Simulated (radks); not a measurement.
The nickel ion Ni3+, configuration [Ar] 3d7 (the NIST ground configuration).

Method: scalar-relativistic Kohn-Sham, PBE, spin-polarised, spherical densities, finite nucleus; open shells are filled with parallel spins first; Fermi nuclear charge, rms radius 3.7757 fm; computed with a radial shooting solver on a logarithmic mesh with Libxc functionals.

Energy parts (eV):
part                      energy
total                 -41314.192
kinetic                41890.358
electron-nucleus      -98177.822
Hartree                16668.061
exchange-correlation   -1694.790

Orbitals (lengths in bohr, moments of r in powers of bohr; r(max) is where P^2 peaks):
[
 {"orbital": "1s down", "occ.": "1", "eigenvalue (eV)": "-8252.161", "r(max)": "0.03540"},
 {"orbital": "1s up", "occ.": "1", "eigenvalue (eV)": "-8252.154", "r(max)": "0.03540"},
 {"orbital": "2s up", "occ.": "1", "eigenvalue (eV)": "-1022.790", "r(max)": "0.2046"},
 {"orbital": "2s down", "occ.": "1", "eigenvalue (eV)": "-1020.973", "r(max)": "0.2045"},
 {"orbital": "2p up", "occ.": "3", "eigenvalue (eV)": "-885.4157", "r(max)": "0.1649"},
 {"orbital": "2p down", "occ.": "3", "eigenvalue (eV)": "-884.0498", "r(max)": "0.1648"},
 {"orbital": "3s up", "occ.": "1", "eigenvalue (eV)": "-152.1186", "r(max)": "0.6380"},
 {"orbital": "3s down", "occ.": "1", "eigenvalue (eV)": "-148.4368", "r(max)": "0.6388"},
 {"orbital": "3p up", "occ.": "3", "eigenvalue (eV)": "-112.2184", "r(max)": "0.6445"},
 {"orbital": "3p down", "occ.": "3", "eigenvalue (eV)": "-108.6053", "r(max)": "0.6458"},
 {"orbital": "3d up", "occ.": "5", "eigenvalue (eV)": "-48.5131", "r(max)": "0.6176"},
 {"orbital": "3d down", "occ.": "2", "eigenvalue (eV)": "-45.0831", "r(max)": "0.6230"}
]

The highest occupied level is 3d down at -45.083 eV. Summed over all electrons, <r^2> = 13.01 bohr^2, which gives a Langevin (diamagnetic) susceptibility term of -10.3 x 10^-6 cm^3/mol. Spin moment in Bohr magnetons: 3. The electron density at the nucleus is 1.978e+04 e/bohr^3 (large components only). For comparison, the ionisation energy in NIST's Atomic Spectra Database is 54.9 eV (semi-empirical). In exact Kohn-Sham theory the highest level is minus the ionisation energy, but local and semilocal functionals leave it too shallow, through self-interaction and a potential that decays too fast; potentials with the right tail come closer. The spin density at the nucleus is -0.986 e/bohr^3 (1s -0.033, 2s -2.140, 3s 1.187). The density falls to 0.001 e/bohr^3 at r = 2.68 bohr.
